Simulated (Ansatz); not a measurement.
Cost and result up the ladder for the cluster Si₉H₁₅ (24 atoms). The state is a doublet with charge 0. Geometry: r2SCAN-D4/def2-SVP.

Cartesian coordinates in Å:
```
Si -0.8124 1.0855 -2.2141
Si 2.7380 0.7979 -0.0582
Si -2.0013 0.8320 -0.1912
Si 0.5689 -0.7852 -2.5772
Si 0.2347 0.0202 2.7324
Si 0.1520 -1.7314 1.1604
Si 1.6955 -1.2251 -0.5634
Si -2.0392 -1.4659 0.3371
Si -0.8239 1.8163 1.6123
H 0.0317 2.3226 -2.1670
H 1.6247 0.3425 3.1826
H -3.0331 -1.7595 1.4190
H 2.6755 -2.3541 -0.7105
H 3.6750 0.8143 1.1058
H -1.7962 2.4852 2.5363
H -0.2715 -1.9562 -2.9824
H 0.4325 -3.0856 1.7355
H -3.3700 1.4271 -0.3277
H -1.7811 1.2239 -3.3491
H -0.5876 -0.3384 3.9330
H -2.3429 -2.3280 -0.8477
H 0.1514 2.8448 1.1326
H 1.5545 -0.5025 -3.6692
H 3.3247 1.5196 -1.2293
```

Ansatz on 6 threads of Intel Xeon on a shared host. Times are rough, and most runs start from the orbitals of an earlier one. PBE0-D4/def2-TZVP serves as the yardstick here, not as an exact answer. Differences are given only for rows in sets of like size (and for xTB, whose basis is part of the method), since another set adds its own error. Binding counts from free atoms at the same level (Si triplet, H doublet; other spins of the atoms weren't run), without zero-point energy or a counterpoise term.

Correlated methods freeze 45 core orbitals. The rows differ in basis, and correlated rows in double-zeta sets carry the largest basis error. The structure comes from a short search, and lower isomers may exist.

Correlated methods converge slowly with the basis, most of all in double-zeta sets.

```
                         level  functions  binding energy per atom (eV)  difference from PBE0-D4/def2-TZVP (eV)
           r2SCAN-D4/def2-TZVP        423                          3.11                                    0.02
             BLYP-D4/def2-TZVP        423                          3.03                                   -0.05
             PBE0-D4/def2-TZVP        423                          3.08                                    0.00
PBE-D4/def2-TZVP (with forces)        423                          3.08                                    0.00
                  MP2/def2-SVP        237                          2.83                                       –
               PBE-D4/def2-SVP        237                          3.08                                       –
              PBE0-D4/def2-SVP        237                          3.07                                       –
```

Problem. Estimate how long each takes.

Solution. PBE-D4/def2-SVP 17 s; MP2/def2-SVP 24 s; PBE0-D4/def2-SVP 32 s; BLYP-D4/def2-TZVP 37 s; PBE-D4/def2-TZVP (with forces) 43 s; r2SCAN-D4/def2-TZVP 69 s; PBE0-D4/def2-TZVP 1.7 min. On shared hardware such times vary by a factor of up to 3.
